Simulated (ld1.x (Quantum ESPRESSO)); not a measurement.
How hard is this Si (Z = 14) ultrasoft potential?

Si (Z = 14), ultrasoft, made with ld1.x (Quantum ESPRESSO) 7.5 (PBEsol, scalar-relativistic). Core [Ne], reference 3s2 3p2. Waves: 3s (bound): rcut 1.50, rcutus 1.65 bohr; 3s channel at -0.05 Ry: rcut 1.50, rcutus 1.65 bohr; 3p (bound): rcut 1.75, rcutus 2.15 bohr; 3p channel at 0.55 Ry: rcut 1.75, rcutus 2.15 bohr; 3d channel at 0.05 Ry: rcut 1.80, rcutus 1.95 bohr; 3d channel at 2.65 Ry: rcut 1.80, rcutus 1.95 bohr. Local part: all-electron potential smoothed inside 2.15 bohr (lloc = -1). Core correction: Bessel-smoothed model core, default radius (core density twice the valence density). Augmentation charge: PSQ, inside the norm-conserving radii.

The pseudo-atom Hamiltonian at the reference potential is diagonalised in spherical Bessel functions j_l(qr) that vanish at 20 bohr, with q² up to the cutoff. All-electron valence levels (Ry): 3s -0.7915, 3p -0.2982.

Question: How do the lowest levels (Ry) of each channel move with the cutoff, and are there ghosts?

Answer:

```tsv
cutoff (Ry)	s #1	s #2	p #1	p #2	d #1	d #2	f #1	f #2	Σ f·Δε (mRy)
8	-0.7819	-0.0217	-0.2947	0.0268	0.0570	0.1359	0.1099	0.2358	26.8
10	-0.7875	-0.0222	-0.2969	0.0266	0.0569	0.1353	0.1099	0.2358	11.2
12	-0.7903	-0.0225	-0.2978	0.0266	0.0568	0.1348	0.1099	0.2358	3.8
15	-0.7913	-0.0226	-0.2982	0.0266	0.0568	0.1344	0.1099	0.2358	1.0
18	-0.7914	-0.0226	-0.2983	0.0266	0.0567	0.1342	0.1099	0.2358	0.5
21	-0.7914	-0.0226	-0.2983	0.0266	0.0567	0.1341	0.1099	0.2358	0.4
400	-0.7916	-0.0226	-0.2984	0.0266	0.0567	0.1341	0.1099	0.2358	0.0
```

Result: no extra level below or beside the all-electron valence levels (s, p, d, f tested); 10 mRy is reached at 12 Ry and 1 mRy at 15 Ry.
